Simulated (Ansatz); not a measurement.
A run for Ansatz (a program for electronic structure): R-PBE0/def2-TZVPP on Zn, 2S+1 = 1, a spin state set in the input, which need not be the lowest.

Ansatz 0.2 input:
```yaml
crystal:
  periodic: [false, false, false]
  atoms:
    - {symbol: Zn, position_ang: [0.00000000, 0.00000000, 0.00000000]}
basis:
  gaussian:
    orbitals: def2-TZVPP
hamiltonian:
  xc: {name: PBE0}
scf: {lower_state_search: full}
```

It printed:

```
Functional definition: PBE0
[...]
integrals: 0.01 GiB planned
584 factors; their error is unknown
mean field: 0.16 GiB planned
mean field evaluation 1: about -48412.7282 eV, gradient 1.7e1 eV
mean field evaluation 2: about -48412.3050 eV, gradient 3.2e1 eV
mean field evaluation 4: about -48412.8981 eV, gradient 1.6e-1 eV
mean field evaluation 8: about -48412.9806 eV, gradient 4.0e-4 eV
mean field evaluation 16: about -48412.6447 eV, gradient 2.0e1 eV
mean field evaluation 32: about -48412.8982 eV, gradient 1.1e-2 eV
mean field -48412.98063596 eV, -1779.1442228745 hartree, gradient 5.0e-6 eV, S^2 0.000000; 2 other end points of the search recorded, 0 dependent functions left out
reference -48412.98065405 eV, -1779.1442235393 hartree; 15, 15 occupied and 49, 49 virtual orbitals, 584 factors
Total energy: -48412.98065405 eV, -1779.1442235393 hartree
```

Self-consistency was reached.

Cost: around 1.7 core-seconds (rough).
